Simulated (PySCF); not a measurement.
Compound: C8H6FN3.
Numbering: `[F:1][c:2]1[cH:3][cH:4][cH:5][cH:6][c:7]1-[n:8]1[n:9][cH:10][cH:11][n:12]1`

Probes without a nucleus sit at each ring's centroid and 1 Å off its mean plane on both sides; NICS is minus the shielding there, NICSzz its component along the normal. Level: GIAO PBE0/pcSseg-1 (PySCF, non-relativistic, gas phase) on the GFN2-xTB geometry, one conformer.

Rings: 1. C2–C3–C4–C5–C6–C7; 2. N8–N9–C10–C11–N12.

```csv
set,NICS(0),"NICS(1), two faces","NICS(1)zz, two faces"
P,-12.1,-12.5 / -12.5,-30.9 / -30.9
Q,-10.1,-10.7 / -10.7,-25.4 / -25.4
```

Which set (ppm) belongs to which ring?

P = 2, Q = 1.
- 1 (6-membered carbocycle; formal bonds all aromatic): mean NICS(1)zz -25.4 ppm, shielded, aromatic by this magnetic criterion (flat ring, no four-coordinate atom).
- 2 (5-membered ring with 3 N; formal bonds all aromatic): mean NICS(1)zz -30.9 ppm, shielded, aromatic by this magnetic criterion (flat ring, no four-coordinate atom).

How do the rings differ in shape?

```tsv
ring	bond lengths (Å)	rms pucker (Å)	HOMA	nearest outside atom to a NICS(1) probe (Å)
1	1.384, 1.383, 1.386, 1.381, 1.393, 1.395	0.00	0.99	hydrogen 2.66
2	1.315, 1.317, 1.403, 1.318, 1.321	0.00	0.97	hydrogen 2.42
```

HOMA = 1 − mean of α(R − Ropt)² over the ring bonds, with Krygowski's 1993 parameters (CC: Ropt 1.388 Å, α 257.7 Å⁻²; CN: Ropt 1.334 Å, α 93.52 Å⁻²; NN: Ropt 1.309 Å, α 130.33 Å⁻²).

Shape of the structure used: `[F:1][c:2]1[cH:3][cH:4][cH:5][cH:6][c:7]1-[n:8]1[n:9][cH:10][cH:11][n:12]1`: C6–C7–N8–N9 180°.
